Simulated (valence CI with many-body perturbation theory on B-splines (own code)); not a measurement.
Basis-set convergence for Ta⁵⁰⁺

Computed by configuration interaction combined with many-body perturbation theory (CI+MBPT): five valence electrons over a frozen Dirac-Fock core [Ar], radial functions for each j: 7 s, 7 p, 8 d, 6 f, 4 g, 1 h, with the one-electron correlation potential Σ1, the two-electron term Σ2, the three-electron term Σ3, Breit, model QED; selected CI, second order for the rest, scaled by the run's own slope (own B-spline code, finite nucleus).

The last digits are not significant, and no measured levels were compared; by estimate large intervals hold to a few tenths of a per cent, small ones and those within an open d or f shell to about a per cent. Among the levels kept, up to 570 cm⁻¹ of a level comes from second order outside the variational space, and about a tenth of that is noise between levels of different J, which matters for small intervals. Only levels of the ground parity were solved; by the run's estimate the other parity begins above the list, which can be wrong where configurations are misplaced.

The reference run has the lowest level (3d3/2^4 3d5/2) J=5/2 and an ionisation energy of 4537.89 eV. Its largest variational space holds 19994 state functions.

Levels are named by their leading jj configuration (3d3/2^4 stands for four electrons in 3d with j = 3/2), which in mixed levels can hold well under half, so a name can repeat and another be missing. Letters in brackets count levels of one name in rising energy.

Changed runs:
A. basis 6 s, 6 p, 5 d, 5 f, 1 g
B. basis 5 s, 5 p, 4 d, 4 f

Excitation energies of the reference run in cm⁻¹, and shifts in cm⁻¹:

```
                      Level  Reference      A      B
(3d3/2^3 3d5/2^2) J=5/2 [a]     436777   -263   -557
(3d3/2^3 3d5/2^2) J=7/2 [a]     529807    -62   +247
   (3d3/2^3 3d5/2^2) J=11/2     540265   -3.6   +272
(3d3/2^3 3d5/2^2) J=3/2 [a]     544238    -94   +149
    (3d3/2^3 3d5/2^2) J=9/2     583864   +3.9   +633
(3d3/2^3 3d5/2^2) J=5/2 [b]     612903    +35   +881
    (3d3/2^3 3d5/2^2) J=1/2     640482    -36   +739
(3d3/2^3 3d5/2^2) J=7/2 [b]     649036    +96  +1036
(3d3/2^3 3d5/2^2) J=3/2 [b]     781511   +179  +1331
(3d3/2^2 3d5/2^3) J=5/2 [a]     958717   -286   -474
(3d3/2^2 3d5/2^3) J=7/2 [a]    1027010   -215    +84
   (3d3/2^2 3d5/2^3) J=11/2    1030560   -137    +80
     Ionisation energy (eV)    4537.89  -0.11  -0.21
```
